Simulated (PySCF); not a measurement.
Two species compared at the same levels of theory.

First species: C4H12Si3.
SMILES with atom numbers: `[SiH3:1]/[CH:2]=[CH:3]\[SiH2:4][SiH:5]1[CH2:6][CH2:7]1` (hydrogens: H8, H9, H10 on Si1; H11 on C2; H12 on C3; H13, H14 on Si4; H15 on Si5; H16, H17 on C6; H18, H19 on C7)

Second species: C2H10N2Si.
Atom-mapped SMILES: `[CH3:1][NH:2][SiH2:3][NH:4][CH3:5]` (hydrogens: H6, H7, H8 on C1; H9 on N2; H10, H11 on Si3; H12 on N4; H13, H14, H15 on C5)

Cartesian coordinates in Å at the GFN2-xTB level; atoms count from 1:
```
atom  x, y, z in Å
C1    -2.691    0.139   -0.112
N2    -1.318    0.445   -0.416
Si3   -0.028   -0.397    0.346
N4     1.373    0.370   -0.289
C5     2.694   -0.081    0.063
H6    -3.344    0.488   -0.915
H7    -2.795   -0.939   -0.023
H8    -3.030    0.589    0.828
H9    -1.188    1.435   -0.570
H10   -0.245   -1.812    0.005
H11    0.099   -0.272    1.808
H12    1.332    0.669   -1.252
H13    3.426    0.708   -0.125
H14    3.001   -0.975   -0.492
H15    2.709   -0.323    1.122
```

Levels: CAM-B3LYP/def2-SVPD for dipole moment, HOMO energy, LUMO energy, HOMO–LUMO gap, static isotropic polarisability and electronic spatial extent ⟨r²⟩ about the centre of nuclear charge; TDDFT CAM-B3LYP/def2-SVPD for lowest singlet excitation; TDA CAM-B3LYP/def2-SVPD for lowest triplet excitation (Tamm–Dancoff); GFN2-xTB for rotational constant A and rotational constant C. Geometries: GFN2-xTB. Each species is one conformer at its optimised geometry, gas phase, non-relativistic unless stated; the electronic structure was computed with PySCF and density fitting.

Dipoles, sizes and rotational constants follow the conformer. The torsions of the flexible species, by atom-mapped SMILES:
- `[SiH3:1]/[CH:2]=[CH:3]\[SiH2:4][SiH:5]1[CH2:6][CH2:7]1`: C2–C3–Si4–Si5 -81°, C3–Si4–Si5–C6 15°
- `[CH3:1][NH:2][SiH2:3][NH:4][CH3:5]`: C1–N2–Si3–N4 -178°, N2–Si3–N4–C5 -178°

Problem. Which of the two has the higher HOMO–LUMO gap, and by how much?

Solution. The second: 9.33 eV against 7.90 eV, a difference of 1.43 eV.

Problem. Which of the two has the higher LUMO energy, and by how much?

Solution. The second: 1.32 eV against -0.13 eV, a difference of 1.45 eV.

Problem. Which has the higher S1 energy?

Solution. The second: 6.06 eV against 5.24 eV, a difference of 0.82 eV.

Problem. Which has the higher ⟨r²⟩?

Solution. The first: 1735 bohr² against 794 bohr², a difference of 941 bohr².

Problem. Which of the two has the higher rotational constant A, and by how much?

Solution. The second: 15.282 GHz against 2.028 GHz, a difference of 13.254 GHz.

Problem. Which of the two has the higher rotational constant C, and by how much?

Solution. The second: 1.620 GHz against 0.734 GHz, a difference of 0.886 GHz.

Problem. Which of the two has the higher static isotropic polarisability, and by how much?

Solution. The first: 129.7 au against 67.8 au, a difference of 61.9 au.

Problem. Which of the two has the higher T1 energy, and by how much?

Solution. The second: 5.81 eV against 3.94 eV, a difference of 1.87 eV.

On the first: The principal polarisabilities are 113.8, 130.1 and 145.3 au; their mean is the isotropic value. The polarisability is 19.22 Å³ as a volume (1 au = 0.148185 Å³), or 1.66 au for each of the 78 electrons.

On the second: S1 lies 3.27 eV below the HOMO–LUMO gap; its leading configuration is HOMO−1→LUMO, weight 0.47, beside HOMO→LUMO+1, weight 0.43. No computed singlet falls in the visible range (750 to 380 nm, 1.65 to 3.26 eV); S1 lies 2.80 eV above its blue end.
